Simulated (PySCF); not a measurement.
Nb(NH)(F)(Cl)2 (Cl2FHNNb), SMILES [NH]=[Nb]([F])([Cl])[Cl], multiplicity 1.

The structure is a stationary point at B3LYP-D3(BJ)/def2-SVP. The multiplicity is an assumed one; no other spin state was optimised. The structure was generated by enumeration; whether it is a known compound was not checked. The def2 effective core potentials stand for the cores of Nb; spin–orbit coupling is left out.

These are PBE/def2-TZVP (PySCF) values and carry that method's errors.

Symmetry labels are those of the subgroup Cs that the program uses (full group Cs).

Q: List the valence orbital energies around the gap with their symmetry. (Estimate from the structure and the level; the computed values follow.)

A: 
| orbital | symmetry | energy (eV) |
|---|---|---|
| HOMO−7 | A' | -9.80 |
| HOMO−6 | A" | -9.70 |
| HOMO−5 | A' | -8.90 |
| HOMO−4 | A" | -8.86 |
| HOMO−3 | A' | -8.53 |
| HOMO−2 | A" | -8.29 |
| HOMO−1 | A' | -7.57 |
| HOMO | A" | -7.44 |
| LUMO | A' | -3.46 |
| LUMO+1 | A" | -3.34 |
| LUMO+2 | A" | -2.01 |
| LUMO+3 | A' | -1.94 |
